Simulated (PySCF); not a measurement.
# Excited states of C⁴⁺ (carbon, charge +4)

Ground state 1s2, ¹S. Computed with PySCF 2.14 in aug-cc-pVDZ with two added diffuse shells each of s, p, d type (6s5p4d, 41 functions), with no relativity, point nucleus. Vertical excitation energies in eV without spin-orbit coupling; excited terms of each kind are numbered among those the solver found. Frozen: nothing.

| term | leading excitation | EOM-EE-CCSD |
| --- | --- | --- |
| 1 3S | 1s → s | 301.59 |
| 1 1S | 1s → s | 305.08 |
| 1 3P° | 1s → p | 307.99 |
| 1 1P° | 1s → p | 310.25 |
| 2 3S | 1s → s | 354.57 |
| 2 1S | 1s → s | 355.04 |
| 1 3D | 1s → d | 355.14 |
| 1 1D | 1s → d | 355.15 |
| 2 3P° | 1s → p | 355.94 |
| 2 1P° | 1s → p | 356.34 |
| 2 3D | 1s → d | 371.96 |
| 2 1D | 1s → d | 371.96 |

Only the lower part of the computed list is shown. Doubly excited terms such as np² are absent. The solver can miss terms.
